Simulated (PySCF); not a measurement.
**Electron correlation in Ne⁺ (neon, charge +1)**

Starting occupation: [He] 2s1 2p5 3d1, 2s1/2 with m_j = +1/2, 2p1/2 with m_j = -1/2, +1/2, 2p3/2 with m_j = -1/2, +1/2, +3/2, 3d5/2 with m_j = +5/2. All numbers are calculated (PySCF 2.14, X2C-1e with screened-nucleus spin-orbit coupling, Gaussian nucleus, in x2c-TZVPall-2c with one added diffuse shell each of s, p, d type (6s4p3d1f, 40 functions)). Frozen: 1s2; 7 electrons correlated.

MP2 pair energies summed by pair of shells (mhartree):

| pair | energy | share (%) |
| --- | --- | --- |
| 2p-2p | -153.76 | 83.5 |
| 2p-2s | -22.66 | 12.3 |
| 2p-3d | -7.20 | 3.9 |
| 2s-3d | -0.48 | 0.3 |

Total MP2 correlation energy: -184.10 mhartree.

The GHF reference relaxed away from the jj start to a determinant that is no pure jj level (⟨S²⟩ = 3.75, ⟨J²⟩ = 24.75); the energies belong to that determinant.
